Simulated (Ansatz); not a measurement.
Ansatz (an electronic-structure program) input (MP2/def2-TZVP):

Ansatz 0.2 input:
```yaml
crystal:
  periodic: [false, false, false]
  atoms:
    - {symbol: Mo, position_ang: [-0.00000000, -0.00000000, -0.65522540]}
    - {symbol: Cl, position_ang: [0.00000000, 0.00000000, 1.61879217]}
basis:
  gaussian:
    orbitals: def2-TZVP
magnetization: {spin_polarized: true, initial_magnetization: 3}
correlation: {method: mp2, electrons: outside_noble_gas}
relax: {f_tol: 0.003, max_steps: 100}
```

End of the output:

```
reference -14342.21056908 eV, -527.0665169142 hartree; 8, 5 occupied and 60, 63 virtual orbitals, 627 factors
densities: 0.16 GiB planned
second order -7.16882863 eV of doubles, -0.00000000 eV of singles
the calculation of the forces begins
relax step   2: F+E_penalty+E_count = -14349.37939771 eV  Δ(F+E_penalty+E_count) = -1.052e-3 eV  max|allowed force component| = 2.546e-3 eV/Å  Δτ_max = 0.0061 Å  (52 SCF iters, accepted)
these checks for a lower state are left out or cut short: cluster_reference
integrals: 0.03 GiB planned
627 factors; integrals over basis functions are off by at most 3.5e-4 eV
mean field: 0.17 GiB planned
mean field evaluation 352: about -14339.1470 eV, gradient 1.4e1 eV
mean field evaluation 384: about -14341.0434 eV, gradient 8.8e-3 eV
mean field evaluation 416: about -14341.7710 eV, gradient 2.4e-3 eV
mean field evaluation 448: about -14342.1630 eV, gradient 6.4e-2 eV
mean field evaluation 480: about -14341.9438 eV, gradient 4.9e0 eV
mean field evaluation 512: about -14341.7682 eV, gradient 3.6e-1 eV
mean field evaluation 544: about -14342.1587 eV, gradient 9.1e-2 eV
mean field evaluation 576: about -14340.7274 eV, gradient 1.4e0 eV
mean field evaluation 608: about -14341.7710 eV, gradient 2.6e-4 eV
mean field evaluation 640: about -14341.9337 eV, gradient 4.7e-3 eV
mean field -14342.21056908 eV, -527.0665169142 hartree, gradient 2.0e-6 eV, S^2 4.761970; 21 other end points of the search recorded, 0 dependent functions left out
9 core orbitals not correlated
reference -14342.21056908 eV, -527.0665169142 hartree; 8, 5 occupied and 60, 63 virtual orbitals, 627 factors
densities: 0.16 GiB planned
second order -7.16882863 eV of doubles, -0.00000000 eV of singles
the calculation of the forces begins
Total energy: -14349.37939771 eV, -527.3299665073 hartree
Atom 0 at     0.000000    -0.000000    -0.661333 Å, force     0.000000    -0.000000     0.002546 eV/Å
Atom 1 at    -0.000000     0.000000     1.624900 Å, force    -0.000000     0.000000    -0.002546 eV/Å
Dipole moment:    -0.000000    -0.000000    -0.871475 e Å
Checks for a lower state left out: cluster_reference
```

The spin state was set by rule; other spins were not relaxed.

The determinant is spin-contaminated: <S^2> is 4.76 against 3.75 for a pure state.
